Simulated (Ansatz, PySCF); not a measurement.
Bond stretch in AlBe (anion, charge -1), lowest triplet found (which spin is the ground state isn't settled by this scan).

ROCCSD(T) = Ansatz (a quantum-chemistry and plane-wave program) with CCSD(T) on ROHF/aug-cc-pVDZ, frozen core; UKS-B3LYP/6-311+G** = unrestricted B3LYP/6-311+G**, spherical d (PySCF); UHF/aug-cc-pVDZ (Ansatz); FCI = full CI/aug-cc-pVDZ, frozen core run with Ansatz.

Energies relative to the lowest point of each curve between 1.88 and 2.71 Å, where full CI is lowest, in mEh:

```tsv
R / Å	ROCCSD(T)	UKS-B3LYP/6-311+G**	UHF
1.57	142.3	133.3	148.5
1.70	79.7	75.5	85.1
1.80	46.9	45.8	52.4
1.88	28.1	29.1	33.9
1.99	10.4	13.8	16.9
2.07	2.1	7.0	9.0
2.15	12.7	2.8	3.9
2.24	6.4	0.5	0.9
2.43	0.5	1.0	0.7
2.57	0.0	3.9	3.2
2.71	1.3	6.5	6.1
2.94	5.3	11.2	9.8
```

Task: What does FCI give at the same points?

Result: 1.57: 150.5; 1.70: 87.8; 1.80: 54.9; 1.88: 36.0; 1.99: 18.2; 2.07: 9.9; 2.15: 4.6; 2.24: 1.2; 2.43: 0.3; 2.57: 2.9; 2.71: 6.6; 2.94: 13.4 (mEh).

The scan ran from 1.57 to 7.43 Å; beyond the distances shown full CI changes its symmetry label. The T1 diagnostic of CCSD on the restricted reference of ROCCSD(T) exceeds 0.045 at 1.57 to 1.88, 2.15 to 2.57 Å. Where the anion isn't bound against loss of the electron, the finite basis alone holds it. At the minimum ROCCSD(T) lies far from FCI: another state is possible. The unrestricted determinant behind UHF is spin-contaminated at 1.57 to 2.94 Å (<S²> up to 2.8, against 2.00 for a pure triplet).
